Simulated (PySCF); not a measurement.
iodine (I2), singlet, geometry from GFN2-xTB (all electrons, no relativity); PBE0/6-311G** run with PySCF.

Here is a job for PySCF.
```python
from pyscf import gto, scf, dft

mol = gto.M(
    atom='''
I    -0.00000000   -0.00000000   -1.33192124
I     0.00000000    0.00000000    1.33192124
''',
    basis='6-311g**',
    verbose=4,
)

mf = dft.RKS(mol)
mf.xc = 'pbe0'
mf.grids.atom_grid = (150, 974)
mf.kernel()
```

It wrote (shortened):

```
PySCF version 2.14.0

[INPUT] verbose = 4
[INPUT] num. atoms = 2
[INPUT] num. electrons = 106
[INPUT] charge = 0
[INPUT] spin (= nelec alpha-beta = 2S) = 0
[INPUT] symmetry False subgroup None
[INPUT] Mole.unit = angstrom
[INPUT] Symbol           X                Y                Z      unit          X                Y                Z       unit  Magmom
[INPUT]  1 I      0.000000000000   0.000000000000  -1.331921240000 AA    0.000000000000   0.000000000000  -2.516966363091 Bohr   0.0
[INPUT]  2 I      0.000000000000   0.000000000000   1.331921240000 AA    0.000000000000   0.000000000000   2.516966363091 Bohr   0.0

nuclear repulsion = 558.013019401312
number of shells = 48
number of NR pGTOs = 172
number of NR cGTOs = 124
basis = 6-311g**
ecp = {}

******** <class 'pyscf.dft.rks.RKS'> ********
method = RKS
initial guess = minao
damping factor = 0
level_shift factor = 0
DIIS = <class 'pyscf.scf.diis.CDIIS'>
diis_start_cycle = 1
diis_space = 8
diis_damp = 0
SCF conv_tol = 1e-09
SCF conv_tol_grad = None
SCF max_cycles = 50
direct_scf = True
direct_scf_tol = 1e-13
XC library pyscf.dft.libxc version 7.1.2
    S. Lehtola, C. Steigemann, M. J. T. Oliveira, and M. A. L. Marques,  SoftwareX 7, 1–5 (2018)
XC functionals = pbe0
    C. Adamo and V. Barone,  J. Chem. Phys. 110, 6158 (1999)
    M. Ernzerhof and G. E. Scuseria,  J. Chem. Phys. 110, 5029 (1999)
radial grids:
    Treutler-Ahlrichs [JCP 102, 346 (1995); DOI:10.1063/1.469408] (M4) radial grids

becke partition: Becke, JCP 88, 2547 (1988); DOI:10.1063/1.454033
pruning grids: <function nwchem_prune>
grids dens level: 3
symmetrized grids: False
atomic radii adjust function: <function treutler_atomic_radii_adjust>
User specified grid scheme (150, 974)
small_rho_cutoff = 0
Set gradient conv threshold to 3.16228e-05
Initial guess from minao.
tot grids = 142032
init E= -13763.2783513051
  HOMO = -0.250559383345746  LUMO = -0.139859470768136  gap/eV = 3.01230
cycle= 1 E= -13837.8175570944  delta_E= -74.5  |g|= 8.73  |ddm|= 3.99
  HOMO = -0.317211416431974  LUMO = -0.185829827643895  gap/eV = 3.57508
cycle= 2 E= -13838.0287044204  delta_E= -0.211  |g|= 3.04  |ddm|= 1.54
  HOMO = -0.244728842254749  LUMO = -0.105060208821781  gap/eV = 3.80058
cycle= 3 E= -13838.1887280782  delta_E= -0.16  |g|= 0.886  |ddm|= 1.32
  HOMO = -0.281678623948312  LUMO = -0.144309437626299  gap/eV = 3.73801
cycle= 4 E= -13838.2215068701  delta_E= -0.0328  |g|= 0.107  |ddm|= 0.542
  HOMO = -0.271786322810293  LUMO = -0.133492007218072  gap/eV = 3.76318
cycle= 5 E= -13838.2228229754  delta_E= -0.00132  |g|= 0.0182  |ddm|= 0.124
  HOMO = -0.273011763090917  LUMO = -0.134821778426456  gap/eV = 3.76034
cycle= 6 E= -13838.2229242268  delta_E= -0.000101  |g|= 0.00142  |ddm|= 0.0238
  HOMO = -0.273159447960806  LUMO = -0.134966802040609  gap/eV = 3.76041
cycle= 7 E= -13838.2229246145  delta_E= -3.88e-07  |g|= 0.000143  |ddm|= 0.00173
  HOMO = -0.273128774904603  LUMO = -0.13493257946228  gap/eV = 3.76051
cycle= 8 E= -13838.222924618  delta_E= -3.44e-09  |g|= 5.23e-06  |ddm|= 0.000273
  HOMO = -0.273129901534613  LUMO = -0.134933551949675  gap/eV = 3.76051
cycle= 9 E= -13838.222924618  delta_E= -2.36e-11  |g|= 2.38e-07  |ddm|= 1.09e-05
  HOMO = -0.273129834751686  LUMO = -0.134933478949368  gap/eV = 3.76051
Extra cycle  E= -13838.222924618  delta_E= 1.09e-11  |g|= 2.36e-07  |ddm|= 9.29e-07
converged SCF energy = -13838.222924618
```
